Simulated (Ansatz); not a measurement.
Consider the substitution at a C–As bond: trimethylarsine + `[OH][InH][Br]` → `C[O][InH][Br]` + `C[AsH]C`.

Gas-phase electronic energies from Ansatz, PBE0-D4/def2-TZVP geometries. CCSD(T)/CBS is the MP2 limit (def2-TZVPP, def2-QZVPP) plus CCSD(T) − MP2 in def2-TZVPP, frozen cores. Functionals use def2-TZVPP. Elements past krypton have def2 core potentials. For As, Br, In outer-core shells are correlated without core-valence functions, which leaves a few kJ/mol of doubt a bond. Scalar relativity is left out up to krypton. Each species was taken in one conformer, which may not be the lowest.

```tsv
level	ΔE (kJ/mol)	difference from CCSD(T)/CBS
PBE-D4	70.9	-7.2
B97M-V	70.0	-8.1
PBE0-D4	73.0	-5.1
BHLYP-D4	68.2	-9.9
PBE	69.0	-9.1
revPBE	69.1	-9.0
CAM-B3LYP	66.0	-12.1
CCSD(T)/def2-TZVPP	76.7	-1.4
HF/def2-QZVPP	61.9	-16.2
HF/CBS(def2)	61.9	-16.2
CCSD(T)/CBS	78.1	0
```

Largest T1 diagnostic among the species: 0.014.

At CCSD(T), def2-SVP lies −27.3 kJ/mol from the extrapolated value and def2-TZVPP −1.4 kJ/mol. From BLYP to BHLYP (50 % exact exchange), in def2-TZVPP and without D4, ΔE moves by +3.3 kJ/mol. Leaving LDA and LC-ωPBE aside and taking each functional with its dispersion term where it has one, the values, not all of them listed here, spread over 10.6 kJ/mol, from BLYP-D4 to PBE-QIDH.
